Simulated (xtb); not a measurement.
H2 (SMILES [H][H]), singlet, from a rough starting geometry; xtb with GFN2-xTB.

Here is a job for xtb.
```
$ xtb mol.xyz --gfn 2 --opt vtight --json

# file mol.xyz
2

H      0.08229969    -0.02723572    -0.37259931
H     -0.07975326    -0.01094068     0.38590024
```

Question: What does xtb print? Leave out banner, timings and long lists.

Answer: 
```
   ID    Z sym.   atoms
    1    1 H      1, 2

           -------------------------------------------------
          |                Calculation Setup                |
           -------------------------------------------------

           -------------------------------------------------
          |                 G F N 2 - x T B                 |
           -------------------------------------------------

          ...................................................
          :                      SETUP                      :
          :.................................................:
          :  # basis functions                   2          :
          :  # atomic orbitals                   2          :
          :  # shells                            2          :
          :  # electrons                         2          :
          :  max. iterations                   250          :
          :  Hamiltonian                  GFN2-xTB          :
          :  restarted?                      false          :
          :  GBSA solvation                  false          :
          :  PC potential                    false          :
          :  electronic temp.          300.0000000     K    :
          :  accuracy                    1.0000000          :
          :  -> integral cutoff          0.2500000E+02      :
          :  -> integral neglect         0.1000000E-07      :
          :  -> SCF convergence          0.1000000E-05 Eh   :
          :  -> wf. convergence          0.1000000E-03 e    :
          :  Broyden damping             0.4000000          :
          :  net charge                          0          :
          :  unpaired electrons                  0          :
          ...................................................

 iter      E             dE          RMSdq      gap      omega  full diag
   1     -1.0151526 -0.101515E+01  0.413E+00   18.81       0.0  T
   2     -1.0151526  0.222045E-15  0.248E+00   17.74       1.0  T
   3     -1.0151526  0.000000E+00  0.149E-04   16.14     475.8  T
   4     -1.0151526 -0.444089E-15  0.303E-13   16.14  100000.0  T

   *** convergence criteria satisfied after 4 iterations ***

         :::::::::::::::::::::::::::::::::::::::::::::::::::::
         ::                     SUMMARY                     ::
         :::::::::::::::::::::::::::::::::::::::::::::::::::::
         :: total energy              -0.982685777577 Eh    ::
         :: gradient norm              0.000654782518 Eh/a0 ::
[...]
 * total energy  :    -0.9826858 Eh     change        0.4440892E-15 Eh
 * total energy  :    -0.9826861 Eh     change       -0.3335341E-06 Eh
 * total energy  :    -0.9826862 Eh     change       -0.6376480E-07 Eh
   *** GEOMETRY OPTIMIZATION CONVERGED AFTER 3 ITERATIONS ***
         :: total energy              -0.982686174876 Eh    ::
[...]

           -------------------------------------------------
          |                Property Printout                |
           -------------------------------------------------

    * Orbital Energies and Occupations

         #    Occupation            Energy/Eh            Energy/eV
      -------------------------------------------------------------
         1        2.0000           -0.4647319             -12.6460 (HOMO)
         2                          0.1268799               3.4526 (LUMO)
      -------------------------------------------------------------
                  HL-Gap            0.5916117 Eh           16.0986 eV
             Fermi-level           -0.1689260 Eh           -4.5967 eV

     #   Z          covCN         q      C6AA      α(0)
     1   1 H        0.814    -0.000     3.105     2.766
     2   1 H        0.814     0.000     3.105     2.766

 Mol. C6AA /au·bohr⁶  :         12.420782
 Mol. C8AA /au·bohr⁸  :        150.146756
 Mol. α(0) /au        :          5.532764

Wiberg/Mayer (AO) data.
largest (>0.10) Wiberg bond orders for each atom

 ---------------------------------------------------------------------------
     #   Z sym  total        # sym  WBO       # sym  WBO       # sym  WBO
 ---------------------------------------------------------------------------
     1   1 H    1.000 --     2 H    1.000
     2   1 H    1.000 --     1 H    1.000
 ---------------------------------------------------------------------------

Topologies differ in total number of bonds
Writing topology from bond orders to xtbtopo.mol

molecular dipole:
                 x           y           z       tot (Debye)
 q only:       -0.000       0.000       0.000
   full:       -0.000       0.000      -0.000       0.000
molecular quadrupole (traceless):
                xx          xy          yy          xz          yz          zz
 q only:       -0.000       0.000      -0.000      -0.000      -0.000       0.000
  q+dip:       -0.365      -0.006      -0.420      -0.258       0.026       0.785
   full:       -0.147      -0.002      -0.169      -0.104       0.010       0.316

optimized geometry written to: xtbopt.xyz

           -------------------------------------------------
          | TOTAL ENERGY               -0.982686174876 Eh   |
          | GRADIENT NORM               0.000000776203 Eh/α |
          | HOMO-LUMO GAP              16.098575039584 eV   |
           -------------------------------------------------

normal termination of xtb
```
